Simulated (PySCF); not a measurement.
## Trend along the fourth-period p block: MBe cations

PBE0 with triple-zeta basis sets in PySCF, for the lowest determinant that a PBE0 search found; no spin–orbit coupling. De refers to high-spin ground-configuration atoms (the charge goes to the atom of lower measured ionisation energy or higher electron affinity, which is not always the lowest computed limit). A positive dipole points towards Be; it is taken about the centre of mass and depends on that origin.

| M | basis | charged atom | state (unpaired electrons) | Re (Å) | ωe (cm⁻¹) | De (eV) | μ (D) |
| --- | --- | --- | --- | --- | --- | --- | --- |
| Ga | pcseg-2 | Ga+ | singlet (closed shell) | 2.804 | 239 | 0.78 | 3.93 |
| As | def2-TZVP | Be+ | triplet (π ↑↑) | 2.125 | 559 | 2.63 | 7.25 |
| Se | pcseg-2 | Be+ | doublet (π ↑) | 1.964 | 749 | 3.18 | 8.14 |

The shortest bond is that of BeSe⁺ (1.964 Å), the longest that of BeGa⁺ (2.804 Å). BeSe⁺ is bound most strongly (3.18 eV) and BeGa⁺ least (0.78 eV).

The rows differ in basis set, which adds steps of its own.

The state changes along the series, so neighbouring rows are not always alike in their bonding.

Closed-shell solutions of metal pairs were not tested for spin polarisation, which can lower them a little. Spin–orbit coupling is left out. For an ion De counts to the pair picked by the measured ionisation energies or electron affinities, which need not be the lowest pair at this level. States were picked by a PBE0 search and need not be the measured ground states.
